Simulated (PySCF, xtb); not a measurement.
C₃F₈, SMILES FC(F)(F)C(F)(F)C(F)(F)F.

GFN2-xTB (xtb) at its own geometry gives an orbital gap of 11.56 eV and a dipole moment of 0.01 D.

Geometry: PBE0-D3(BJ)/def2-SVP.

Q: What does PBE/def2-SVP run with PySCF give? (Estimate from the structure and the level; the computed values follow.)

A: gap 9.09 eV (levels -8.57 and 0.52 eV), dipole 0.10 D.
